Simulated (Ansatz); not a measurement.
The molecule TeN, multiplicity 4 (an upper state: multiplicity 2 came lower at CCSD(T)/def2-TZVPP on PBE0 minima). No spin–orbit coupling.

Seven points along R, fitted to fifth degree in 1/R; most abundant isotopes. Runs in def2 and cc sets follow the lowest solution found near the PBE0 minimum.

Run with Ansatz (Gaussian orbitals). Values without a source in brackets are computed. In def2 rows elements past Kr take small-core potentials, without spin–orbit coupling.

Task: What bond length and harmonic frequency does PBE/def2-TZVPP give?

Result: r_e = 2.064 Å, ω_e = 568 cm⁻¹.

Task: What bond length and harmonic frequency does PBE0/def2-TZVPP give?

Result: r_e = 2.044 Å, ω_e = 583 cm⁻¹.

Task: What bond length and harmonic frequency does wB97X-V/def2-TZVPP give?

Result: r_e = 2.040 Å, ω_e = 585 cm⁻¹.

Ansatz is an electronic-structure program.
